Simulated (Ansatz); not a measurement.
`CCC(C)OC(C)(C)C` and `CC(C)OC(C)(C)C` differ in one atom or group.

Ansatz, PBE0-D4/def2-TZVP geometries, multiplicity 1. Each molecule was computed in one conformer, which needn't be the lowest.

| property | `CCC(C)OC(C)(C)C` |
| --- | --- |
| HOMO energy (PBE/def2-TZVPP) / eV | -5.57 |
| HOMO–LUMO gap (B3LYP/def2-TZVPP) / eV | 7.64 |
| HOMO energy (B3LYP/def2-TZVPP) / eV | -6.88 |
| LUMO energy (PBE/def2-TZVPP) / eV | 0.28 |
| size of the dipole moment (PBE/def2-TZVPP) / D | 1.04 |
| size of the dipole moment (ωB97M-V/def2-TZVPP) / D | 1.12 |

(1) Give the same properties after the change, and the shifts. (Estimate.)

Answers

(1) Ansatz gave: 
```tsv
property	`CC(C)OC(C)(C)C`	shift
HOMO energy (PBE/def2-TZVPP) / eV	-5.54	0.03
HOMO–LUMO gap (B3LYP/def2-TZVPP) / eV	7.57	-0.07
HOMO energy (B3LYP/def2-TZVPP) / eV	-6.86	0.02
LUMO energy (PBE/def2-TZVPP) / eV	0.24	-0.04
size of the dipole moment (PBE/def2-TZVPP) / D	1.12	0.08
size of the dipole moment (ωB97M-V/def2-TZVPP) / D	1.21	0.09
```

Dipoles are sizes alone; their direction can turn.

B3LYP here is the variant with VWN-RPA as its local correlation; programs differ in this.
